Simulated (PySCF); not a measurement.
**As: excitation energy**

As [Ar] 3d10 4s2 4p3 (4S) → As [Ar] 3d10 4s1 4p4 (4P), as a difference of total energies. All numbers are calculated (PySCF 2.14, a scalar-relativistic core potential, in aug-cc-pVDZ-PP with ECP10MDF (5s4p3d, 32 functions)). Correlated levels: valence: 3s2 3p6 3d10 frozen. The calculations carry no spin-orbit coupling.

```tsv
method	excitation energy (eV)
UHF	8.634
MP2 (valence)	8.649
SCS-MP2 (valence)	8.639
CCSD (valence)	8.118
CCSD(T) (valence)	7.996
CCSDT (valence)	7.947
```

How much does correlation contribute at CCSD(T) (valence)?

7.996 − (8.634) = -0.638 eV, measured against UHF.

The coupled-cluster amplitudes are large for the upper state (T1 above 0.03 or a double amplitude above 0.15), so a single reference is strained.
